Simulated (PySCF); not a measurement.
**Assigning NMR signals**

Bonds (- single, = double, # triple, : aromatic): F1-C2, C2-C3, C3-C4, C4-C5, C5-C6, C6=C7, C7-C8, C8=C9, C9-Si10, C5-C2, Si10-C6. C2 carries H11; C3 carries H12, H13; C4 carries H14, H15; C5 carries H16; C7 carries H17; C8 carries H18; C9 carries H19; Si10 carries H20, H21. Stereochemistry as in F[C@@H]1CC[C@@H]1C1=CC=C[SiH2]1. H13, H15 are cis to F1 on the ring; H21 is pro-R; H20 is pro-S; H12, H14 are trans to F1 on the ring.

PySCF 2.14 calculation with shielding tensors at PBE0/pcSseg-1 (GIAO) and GFN2-xTB structure; relativity neglected, single conformer, no solvent.

Chemical shifts δ = σref − σ; TMS for ¹³C (σ = 186.93 ppm), ¹H (σ = 31.72 ppm), all at this level.

Question: Assign these signals to the numbered atoms. ¹³C{¹H} NMR (computed): δ 156.2, 154.2, 150.1, 133.8, 89.9, 50.2, 30.7, 22.4.

Answer: 
| δ (ppm) | atoms | environment | reason |
| --- | --- | --- | --- |
| 156.2 | C8 | alkene CH | an sp2 carbon of a C=C bond |
| 154.2 | C6 | fully substituted alkene carbon | an sp2 carbon of a C=C bond |
| 150.1 | C7 | alkene CH | an sp2 carbon of a C=C bond |
| 133.8 | C9 | alkene CH | – |
| 89.9 | C2 | sp3 CH bonded to F | pulled downfield by the heteroatom |
| 50.2 | C5 | allylic sp3 CH | aliphatic region, no heteroatom directly attached |
| 30.7 | C3 | sp3 CH2 in a ring | saturated and bonded to C and H only |
| 22.4 | C4 | sp3 CH2 in a ring | – |

C8 and C6 lie closer than the usual error of such a calculation, so a measured spectrum could show them in the other order.

Question: Assign these signals to the numbered atoms. ¹H NMR (300 MHz, computed): δ 7.22 (m, 1H), 6.90 (d, 1H), 6.20 (m, 1H), 5.16 (m, 1H), 4.79 (m, 1H), 4.75 (m, 1H), 3.50 (m, 1H), 2.58 (m, 1H), 2.42 (m, 1H), 1.96 (m, 1H), 1.58 (m, 1H).

Answer: 
| δ (ppm) | atoms | environment | reason |
| --- | --- | --- | --- |
| 7.22 | H18 | hydrogen on an alkene CH | olefinic region |
| 6.90 | H17 | hydrogen on an alkene CH | – |
| 6.20 | H19 | hydrogen on an alkene CH | – |
| 5.16 | H11 | hydrogen on an sp3 CH bonded to F | its carbon carries F, which withdraws density |
| 4.79 | H21 | hydrogen on a silicon bonded to 2 C, in a 5-membered ring | – |
| 4.75 | H20 | hydrogen on a silicon bonded to 2 C, in a 5-membered ring | – |
| 3.50 | H16 | hydrogen on an allylic sp3 CH | – |
| 2.58 | H12 | hydrogen on an sp3 CH2 in a ring | – |
| 2.42 | H13 | hydrogen on an sp3 CH2 in a ring | – |
| 1.96 | H14 | hydrogen on an sp3 CH2 in a ring | – |
| 1.58 | H15 | hydrogen on an sp3 CH2 in a ring | – |

H21 and H20 lie closer than the usual error of such a calculation, so a measured spectrum could show them in the other order.

Splittings by ¹⁹F in the carbon and heteronuclear signals aren't shown, as no couplings were computed. Shifts are as computed. Against solution values, carbons near 30 ppm lie about +3 ppm off and those near 130 ppm about +5 ppm. Of 1309 compounds with measured shifts, 239 miss one by over three times the rms of a fit or turn the order of signals round; such compounds aren't used in these exercises. Multiplicities follow the n + 1 count of equivalent neighbours, as no J values were calculated; m marks all less simple cases, F and P coupling included.
